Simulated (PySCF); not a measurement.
PySCF input for dibromo-chloro-fluoromethane (CBr₂ClF), SMILES FC(Cl)(Br)Br, TDA-PBE/def2-SVPD. The structure is a stationary point at TPSSh-D3(BJ)/def2-SVP.

```python
import numpy as np
from pyscf import gto, scf, dft, tdscf

mol = gto.M(
    atom='''
    F    -1.66953476   -0.59478200   -0.00000001
    C    -0.34931585   -0.41171639   -0.00000001
    Cl    0.45441218   -1.99343901   -0.00000001
    Br    0.13423859    0.59588286   -1.60342985
    Br    0.13423858    0.59588285    1.60342985
    ''',
    basis='def2-SVPD',
    charge=0,
    spin=0,
    symmetry=True,
    max_memory=1600,
    verbose=4,
)
mf = dft.RKS(mol, xc='pbe').density_fit(auxbasis='def2-universal-jkfit')
mf.grids.level = 3
mf.conv_tol = 1e-9
mf.max_cycle = 100
mf.kernel()
mf.grids = dft.Grids(mol).set(level=1).build(with_non0tab=True)  # coarser grid for the response kernel
td = tdscf.TDA(mf)
td.singlet = True
td.nstates = 10
td.conv_tol = 1e-4
td.positive_eig_threshold = 1e-6
td.kernel(x0=td.get_init_guess(mf, 15))
td.analyze()
tt = tdscf.TDA(mf)
tt.singlet = False
tt.nstates = 4
tt.conv_tol = 1e-4
tt.positive_eig_threshold = 1e-6
tt.kernel(x0=tt.get_init_guess(mf, 9))
tt.analyze(verbose=3)
```

It prints:

```
PySCF version 2.14.0

[INPUT] verbose = 4
[INPUT] num. atoms = 5
[INPUT] num. electrons = 102
[INPUT] charge = 0
[INPUT] spin (= nelec alpha-beta = 2S) = 0
[INPUT] symmetry True subgroup None
[INPUT] Mole.unit = angstrom
[INPUT] Symbol           X                Y                Z      unit          X                Y                Z       unit  Magmom
[INPUT]  1 F     -1.669534760000  -0.594782000000  -0.000000010000 AA   -3.154963451841  -1.123975083821  -0.000000018897 Bohr   0.0
[INPUT]  2 C     -0.349315850000  -0.411716390000  -0.000000010000 AA   -0.660111287470  -0.778031218095  -0.000000018897 Bohr   0.0
[INPUT]  3 Cl     0.454412180000  -1.993439010000  -0.000000010000 AA    0.858714567867  -3.767053774924  -0.000000018897 Bohr   0.0
[INPUT]  4 Br     0.134238590000   0.595882860000  -1.603429850000 AA    0.253674170448   1.126055407723  -3.030043276452 Bohr   0.0
[INPUT]  5 Br     0.134238580000   0.595882850000   1.603429850000 AA    0.253674151551   1.126055388825   3.030043276452 Bohr   0.0

nuclear repulsion = 729.068318897243
point group symmetry = Cs
symmetry origin: [ 1.29687088e-09  6.29908709e-09 -5.92855250e-09]
symmetry axis x: [1.00000000e+00 8.97755541e-10 3.12783619e-09]
symmetry axis y: [ 8.97755547e-10 -1.00000000e+00 -1.72847290e-09]
symmetry axis z: [ 3.12783619e-09  1.72847309e-09 -1.00000000e+00]
num. orbitals of irrep A' = 90
num. orbitals of irrep A" = 62
number of shells = 58
number of NR pGTOs = 274
number of NR cGTOs = 152
basis = def2-SVPD
ecp = {}


[settings echo left out]
init E= -5742.88518444344
HOMO (A") = -0.281219582041105  LUMO (A') = -0.0975392851797294  gap/eV = 4.99820
cycle= 1 E= -5744.40931082703  delta_E= -1.52  |g|= 0.652  |ddm|= 3.13
HOMO (A") = -0.274650744541393  LUMO (A') = -0.177417080756802  gap/eV = 2.64586
cycle= 2 E= -5743.95069564926  delta_E= 0.459  |g|= 1.62  |ddm|= 1.88
HOMO (A") = -0.262194400065802  LUMO (A') = -0.112518375285376  gap/eV = 4.07289
cycle= 3 E= -5744.49082724214  delta_E= -0.54  |g|= 0.152  |ddm|= 1.43
HOMO (A") = -0.26378290923099  LUMO (A') = -0.119284267217992  gap/eV = 3.93201
cycle= 4 E= -5744.49290292483  delta_E= -0.00208  |g|= 0.0877  |ddm|= 0.217
HOMO (A") = -0.265948031633506  LUMO (A') = -0.117794733620181  gap/eV = 4.03146
cycle= 5 E= -5744.49464909586  delta_E= -0.00175  |g|= 0.0276  |ddm|= 0.109
HOMO (A") = -0.26560158901809  LUMO (A') = -0.117546163960658  gap/eV = 4.02879
cycle= 6 E= -5744.49477422507  delta_E= -0.000125  |g|= 0.00511  |ddm|= 0.0252
HOMO (A") = -0.26540753541269  LUMO (A') = -0.11746789417949  gap/eV = 4.02564
cycle= 7 E= -5744.4947825155  delta_E= -8.29e-06  |g|= 0.000992  |ddm|= 0.00891
HOMO (A") = -0.265427292147899  LUMO (A') = -0.117463638221753  gap/eV = 4.02630
cycle= 8 E= -5744.49478278967  delta_E= -2.74e-07  |g|= 0.000262  |ddm|= 0.00176
HOMO (A") = -0.265409523073335  LUMO (A') = -0.117450894938669  gap/eV = 4.02616
cycle= 9 E= -5744.49478280852  delta_E= -1.89e-08  |g|= 5.9e-05  |ddm|= 0.0004
HOMO (A") = -0.265416249636868  LUMO (A') = -0.117457751980114  gap/eV = 4.02616
cycle= 10 E= -5744.49478280948  delta_E= -9.6e-10  |g|= 9.02e-06  |ddm|= 9.61e-05
HOMO (A") = -0.265415421161677  LUMO (A') = -0.117456962755216  gap/eV = 4.02615
Extra cycle  E= -5744.49478280947  delta_E= 8.19e-12  |g|= 1.26e-05  |ddm|= 2.6e-05
converged SCF energy = -5744.49478280947
tot grids = 31464
Overwritten attributes  positive_eig_threshold  of <class 'pyscf.tdscf.rks.TDA'>


******** <class 'pyscf.tdscf.rks.TDA'> for <class 'pyscf.df.df_jk.DFSymAdaptedRKS'> ********
nstates = 10 singlet
deg_eia_thresh = 1.000e-03
wfnsym = None
conv_tol = 0.0001
eigh lindep = 1e-12
eigh level_shift = 0
eigh max_cycle = 100


Excitation energies (eV)
[4.24368233 4.53112509 4.73839687 5.19466437 5.60495296 5.62305633
 5.72562283 5.89966884 5.9360525  6.07403993]

** Singlet excitation energies and oscillator strengths **
Excited State   1:   A"      4.24368 eV    292.16 nm  f=0.0031
      51 -> 52       -0.69561
Excited State   2:   A"      4.53113 eV    273.63 nm  f=0.0078
      50 -> 52        0.69134
Excited State   3:   A'      4.73840 eV    261.66 nm  f=0.0041
      49 -> 52       -0.68744
      50 -> 53       -0.12132
Excited State   4:   A'      5.19466 eV    238.68 nm  f=0.0002
      48 -> 52        0.57306
      51 -> 53        0.40528
Excited State   5:   A'      5.60495 eV    221.20 nm  f=0.0132
      48 -> 52        0.39301
      49 -> 52       -0.10115
      51 -> 53       -0.56732
Excited State   6:   A"      5.62306 eV    220.49 nm  f=0.0177
      47 -> 52       -0.62902
      51 -> 54        0.28575
Excited State   7:   A'      5.72562 eV    216.54 nm  f=0.0040
      46 -> 52        0.41828
      50 -> 53        0.55231
Excited State   8:   A'      5.89967 eV    210.15 nm  f=0.0012
      46 -> 52       -0.55429
      49 -> 54        0.10100
      50 -> 53        0.40622
Excited State   9:   A"      5.93605 eV    208.87 nm  f=0.0001
      49 -> 53        0.67303
      50 -> 54        0.13802
      51 -> 54        0.10869
Excited State  10:   A"      6.07404 eV    204.12 nm  f=0.0485
      47 -> 52       -0.20576
      49 -> 53        0.15819
      50 -> 54       -0.23279
      51 -> 54       -0.59339

** Transition electric dipole moments (AU) **
state          X           Y           Z        Dip. S.      Osc.
  1         0.0000      0.0000     -0.1734      0.0301      0.0031
  2        -0.0000     -0.0000      0.2645      0.0700      0.0078
  3        -0.0114      0.1872      0.0000      0.0352      0.0041
  4        -0.0179     -0.0389      0.0000      0.0018      0.0002
  5        -0.0415      0.3077      0.0000      0.0964      0.0132
  6         0.0000     -0.0000     -0.3586      0.1286      0.0177
  7        -0.0862      0.1448     -0.0000      0.0284      0.0040
  8         0.0160      0.0898     -0.0000      0.0083      0.0012
  9         0.0000      0.0000     -0.0315      0.0010      0.0001
 10         0.0000     -0.0000     -0.5707      0.3257      0.0485

** Transition velocity dipole moments (imaginary part, AU) **
state          X           Y           Z        Dip. S.      Osc.
  1         0.0000      0.0000     -0.0208      0.0004      0.0018
  2        -0.0000      0.0000      0.0219      0.0005      0.0019
  3        -0.0241      0.0241      0.0000      0.0012      0.0045
  4         0.0120      0.0087      0.0000      0.0002      0.0008
  5         0.0091      0.0931     -0.0000      0.0088      0.0283
  6        -0.0000     -0.0000     -0.0343      0.0012      0.0038
  7        -0.0344      0.0104      0.0000      0.0013      0.0041
  8        -0.0750      0.0209      0.0000      0.0061      0.0186
  9         0.0000     -0.0000      0.0055      0.0000      0.0001
 10         0.0000     -0.0000     -0.0875      0.0076      0.0228

** Transition magnetic dipole moments (imaginary part, AU) **
state          X           Y           Z
  1        -1.1580      0.0080      0.0000
  2         0.0220     -0.6730      0.0000
  3         0.0000      0.0000      0.3943
  4         0.0000     -0.0000     -0.1824
  5        -0.0000      0.0000      0.1814
  6         0.1398     -0.1373     -0.0000
  7         0.0000      0.0000      0.5608
  8         0.0000      0.0000      0.2675
  9         0.0989      0.3473     -0.0000
 10         0.0575      0.5068     -0.0000


******** <class 'pyscf.tdscf.rks.TDA'> for <class 'pyscf.df.df_jk.DFSymAdaptedRKS'> ********
nstates = 4 triplet
deg_eia_thresh = 1.000e-03
wfnsym = None
conv_tol = 0.0001
eigh lindep = 1e-12
eigh level_shift = 0
eigh max_cycle = 100


Excitation energies (eV)
[3.8154882  4.10067176 4.33968213 4.80038148]

** Triplet excitation energies and oscillator strengths **
Excited State   1:   A"      3.81549 eV    324.95 nm  f=0.0000
Excited State   2:   A"      4.10067 eV    302.35 nm  f=0.0000
Excited State   3:   A'      4.33968 eV    285.70 nm  f=0.0000
Excited State   4:   A'      4.80038 eV    258.28 nm  f=0.0000
```

Self-consistency was reached.

Cost: very roughly 30 core-seconds.
